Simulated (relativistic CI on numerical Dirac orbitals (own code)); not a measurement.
**Nd38+: q coefficients and field-shift factors**

Computed by Dirac-Coulomb-Breit CI, separate exchange-only KLI orbitals for each configuration, derivatives by finite differences, unscaled Slater integrals, QED left out (own radial code, finite nucleus).

Configuration list (outside the closed core [Ne] 3s2): 3p⁶3d⁴, 3p⁵3d⁵, 3p⁶3d³4p, 3p⁶3d²4s4p, 3p⁶3d²4s², 3p⁶3d4s²4p. Double excitations out of closed p, d and f shells are left out; levels of such configurations are missing from the list, as are those of other unlisted configurations, and high levels can miss mixing partners.

With x = (α/α₀)² − 1 an excitation energy changes as ω = ω₀ + qx; K = 2q/ω₀ is the relative enhancement. Terms are leading LS components, so labels can repeat. The field-shift factor is F = δν/δ⟨r²⟩ for the transition from the lowest level.

Lowest level 3p⁶3d⁴ ³P0.

| Level | ω₀ (cm⁻¹) | q (cm⁻¹) | F (GHz/fm²) |
| --- | --- | --- | --- |
| 3p⁶3d⁴ ⁵D1 | 153721 | 208400 | 2.46 |
| 3p⁶3d⁴ ⁵D2 | 227172 | 252800 | 3.11 |
| 3p⁶3d⁴ ³F4 | 232508 | 203900 | 2.66 |
| 3p⁶3d⁴ ⁵D3 | 255252 | 244700 | 3.11 |
| 3p⁶3d⁴ ⁵D0 | 371718 | 404700 | 4.98 |
| 3p⁶3d⁴ ⁵D4 | 383812 | 410800 | 5.1 |
| 3p⁶3d⁴ ³F2 | 394740 | 366600 | 4.69 |
| 3p⁶3d⁴ ³G3 | 402421 | 395900 | 5 |
| 3p⁶3d⁴ ³H5 | 425895 | 400400 | 5.13 |
| 3p⁶3d⁴ ³H6 | 443241 | 399500 | 5.18 |
| 3p⁶3d⁴ ³P1 | 449893 | 421900 | 5.38 |
| 3p⁶3d⁴ ³G4 | 478657 | 409700 | 5.37 |
| 3p⁶3d⁴ ³F3 | 487510 | 393200 | 5.23 |
| 3p⁶3d⁴ ³D2 | 491050 | 412700 | 5.42 |
| 3p⁶3d⁴ ³F2 | 565840 | 429400 | 5.79 |
| 3p⁶3d⁴ ³F4 | 573038 | 524100 | 6.74 |
| 3p⁶3d⁴ ³F3 | 620123 | 601200 | 7.61 |
| 3p⁶3d⁴ ³F4 | 637228 | 498400 | 6.67 |
| 3p⁶3d⁴ ³G5 | 648815 | 612100 | 7.82 |
| 3p⁶3d⁴ ¹I6 | 653433 | 605600 | 7.78 |
| 3p⁶3d⁴ ³D1 | 655825 | 600100 | 7.7 |
| 3p⁶3d⁴ ³P2 | 664538 | 459500 | 6.37 |
| 3p⁶3d⁴ ³P0 | 698239 | 559900 | 7.43 |

At this charge energies of transitions that change n are usually good to better than 1 %, and those within a shell (Δn = 0) to a few per cent. Terms inside the open d or f shell come out 10 to 20 % too wide with unscaled integrals.

**Question.** Which transition from the lowest level has the largest |K|?

**Answer.** 3p⁶3d⁴ ⁵D1 at 153721 cm⁻¹, K = 2.71.
